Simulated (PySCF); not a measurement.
HfH4, SMILES [HfH4], multiplicity 1.

Geometry optimised at B3LYP-D3(BJ)/def2-TZVPD. The spin state was assumed, not searched. The def2 effective core potentials stand for the cores of Hf; spin–orbit coupling is left out.

Method: PySCF with PBE/def2-TZVPD.

Symmetry labels are those of the subgroup D2 that the program uses (full group Td).

Problem. List the valence orbital energies around the gap with their symmetry. (An estimate is asked for; the answer gives what the named calculation found.)

Solution. 
```tsv
orbital	symmetry	energy (eV)
HOMO−7	A	-64.67
HOMO−6	B1	-34.25
HOMO−5	B2	-34.25
HOMO−4	B3	-34.25
HOMO−3	A	-8.50
HOMO−2	B1	-7.12
HOMO−1	B2	-7.12
HOMO	B3	-7.12
LUMO	A	-3.08
LUMO+1	A	-3.08
LUMO+2	B1	-2.18
LUMO+3	B2	-2.18
```
